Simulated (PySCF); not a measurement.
Correlation energy of Yb⁴²⁺ (ytterbium, charge +42)

Starting occupation: [Ar] 3d10. All numbers are calculated (PySCF 2.14, X2C-1e with screened-nucleus spin-orbit coupling, Gaussian nucleus, in an even-tempered Gaussian basis (18 s from 3.2 bohr⁻², ratio 2.6; 15 p from 4.2 bohr⁻², ratio 2.6; 10 d from 4.2 bohr⁻², ratio 2.6; 5 f from 4.3 bohr⁻², ratio 2.8)). Frozen: [Ar]; 10 electrons correlated; the 98 highest virtual spinors left out.

MP2 pair energies summed by pair of shells (mhartree):

```tsv
pair	energy	share (%)
3d3/2-3d5/2	-188.48	49.7
3d5/2-3d5/2	-133.29	35.1
3d3/2-3d3/2	-57.57	15.2
```

Total MP2 correlation energy: -379.33 mhartree.

The virtual space was cut to 70 spinors, which keep -374.94 of the -379.33 mhartree of MP2 correlation.

```
  level  correlation energy (mhartree)
   CCSD                        -371.14
    (T)                          -0.18
CCSD(T)                        -371.32
```

Diagnostics: T1 = 5.6e-05, largest double amplitude 0.004.

Cost of the coupled-cluster step: 69 s of wall time on 1 thread of Neoverse-V2 (shared host), for 10 occupied and 70 virtual spinors.

Iterations:

```
Init t2, MP2 energy = -0.374936475028236
CCSD nocc = 10, nmo = 80
Init t2, MP2 energy = -0.374936475028236
Init E_corr(GCCSD) = -0.374936475028236
cycle = 1  E_corr(GCCSD) = -0.371060974364812  dE = 0.00387550066  norm(t1,t2) = 0.000648714
cycle = 2  E_corr(GCCSD) = -0.37114454357896  dE = -8.35692141e-05  norm(t1,t2) = 1.62329e-05
cycle = 3  E_corr(GCCSD) = -0.37114415792992  dE = 3.85649039e-07  norm(t1,t2) = 6.9267e-07
cycle = 4  E_corr(GCCSD) = -0.371144215790507  dE = -5.78605864e-08  norm(t1,t2) = 2.57361e-08
cycle = 5  E_corr(GCCSD) = -0.371144216093788  dE = -3.03281456e-10  norm(t1,t2) = 3.51576e-10
GCCSD converged
E(GCCSD) = -12906.14804501111  E_corr = -0.3711442160937882
```

At this charge the one-electron X2C treatment keeps the bare 1/r₁₂, with no two-electron picture change or Breit term. The effect here is smaller than on the frozen 1s shell.
